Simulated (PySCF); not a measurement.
Compound: C5H13As.
InChI=1S/C5H13As/c1-5(2,3)4-6/h4,6H2,1-3H3

All values: wB97X-D/def2-SVPD (PySCF, non-relativistic), on one gas-phase PBE0-D3(BJ)/def2-SVP geometry that isn't relaxed in the solvent. The solvent is an IEF-PCM continuum (van der Waals radii × 1.2), and excitations are vertical TDDFT with non-equilibrium linear response and a frozen core. The model holds no explicit solvent molecules, cavitation or dispersion. Spin–orbit coupling is left out although an atom past zinc is present.

Gas-phase singlets (H = HOMO, L = LUMO):

| state | E (eV) | λ (nm) | f | leading configurations |
| --- | --- | --- | --- | --- |
| S1 | 6.461 | 192 | 0.086 | H→L 81%, H→L+3 12% |
| S2 | 6.684 | 185 | 0.090 | H→L+1 88% |
| S3 | 6.907 | 180 | 0.137 | H→L+2 90% |
| S4 | 8.155 | 152 | 0.053 | H-1→L 45%, H→L+3 13% |
| S5 | 8.418 | 147 | 0.009 | H-1→L+1 40%, H-2→L 14% |

Task: Give the list for tetrahydrofuran (ε = 7.426), n² = 1.97.

Result: 
| state | E (eV) | λ (nm) | f | leading configurations | change by rank (eV) |
| --- | --- | --- | --- | --- | --- |
| S1 | 6.480 | 191 | 0.128 | H→L 81%, H→L+3 10% | +0.019 |
| S2 | 6.637 | 187 | 0.143 | H→L+1 88% | -0.047 |
| S3 | 6.834 | 181 | 0.191 | H→L+2 90% | -0.073 |
| S4 | 8.193 | 151 | 0.097 | H-1→L 64% | +0.038 |
| S5 | 8.370 | 148 | 0.026 | H-1→L+1 50%, H-2→L 15% | -0.048 |

Task: What are the lowest 5 singlets in methanol (ε = 32.61)?

Result: 
```csv
state,E (eV),λ (nm),f,leading configurations,change by rank (eV)
S1,6.512,190,0.122,"H→L 82%, H→L+3 10%",+0.051
S2,6.660,186,0.140,H→L+1 88%,-0.024
S3,6.849,181,0.184,H→L+2 90%,-0.058
S4,8.207,151,0.094,H-1→L 67%,+0.052
S5,8.366,148,0.025,"H-1→L+1 49%, H-2→L 15%",-0.052
```

Task: The ground-state energy changes by -0.063 eV from gas to methanol. By how much does the total energy of gas-phase S1 change?

Result: E(S1) = E(S0) + excitation energy, so it changes by -0.063 + 0.051 = -0.012 eV: it is lowered less than the ground state, which is what a blue shift means. This is the vertical state, with the slow part of the continuum still set for S0.

Task: How do the frontier levels move from gas to methanol?

Result: 
| orbital | gas (eV) | solvent (eV) | change (eV) |
| --- | --- | --- | --- |
| LUMO+2 | 2.58 | 2.61 | +0.03 |
| LUMO+1 | 2.40 | 2.46 | +0.06 |
| LUMO | 1.89 | 2.05 | +0.16 |
| HOMO | -8.86 | -8.84 | +0.02 |
| HOMO-1 | -10.57 | -10.41 | +0.16 |
| HOMO-2 | -10.98 | -10.79 | +0.19 |
| HOMO-3 | -11.20 | -11.01 | +0.19 |

The HOMO–LUMO gap goes from 10.75 to 10.89 eV.

The run took 72 s of wall time on one thread of an Arm Neoverse V1, no GPU (shared host). This is the whole response run at wB97X-D/def2-SVPD in methanol, SCF included.

Shape of the structure used: `[CH3:1][C:2]([CH3:3])([CH3:4])[CH2:5][AsH2:6]`: C1–C2–C5–As6 -59°, H–As6–C5–C2 180°, H–As6–C5–C2 88°.

wB97X-D is run here without its empirical dispersion term; that term would change no orbital, density or response property at a fixed geometry.
